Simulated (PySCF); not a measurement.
C6H12O2, SMILES O(C)C(=O)C(C)(C)C. Geometry: PBE0-D3(BJ)/def2-SVP.

Q: Give the equilibrium geometry at PBE0-D3(BJ)/def2-SVP (PySCF confirms it by a frequency run) as Cartesian coordinates in Å, and its point group. (The exact figures need the calculation; the answer reports its results.)

A: point group Cs.
```xyz
20

C      0.2591     2.7123     0.0000
O      0.6164     1.3428     0.0000
C     -0.4020     0.4708     0.0000
O     -1.5537     0.8197     0.0000
C      0.0912    -0.9711     0.0000
C      0.9431    -1.1980    -1.2550
C      0.9431    -1.1980     1.2550
C     -1.1177    -1.9007     0.0000
H     -0.3358     2.9630     0.8909
H     -0.3358     2.9630    -0.8909
H      1.1985     3.2775     0.0000
H      1.3047    -2.2378    -1.2776
H      0.3567    -1.0248    -2.1707
H      1.8134    -0.5270    -1.2704
H      1.3047    -2.2378     1.2776
H      0.3567    -1.0248     2.1707
H      1.8134    -0.5270     1.2704
H     -0.7851    -2.9499     0.0000
H     -1.7469    -1.7333    -0.8858
H     -1.7469    -1.7333     0.8858
```
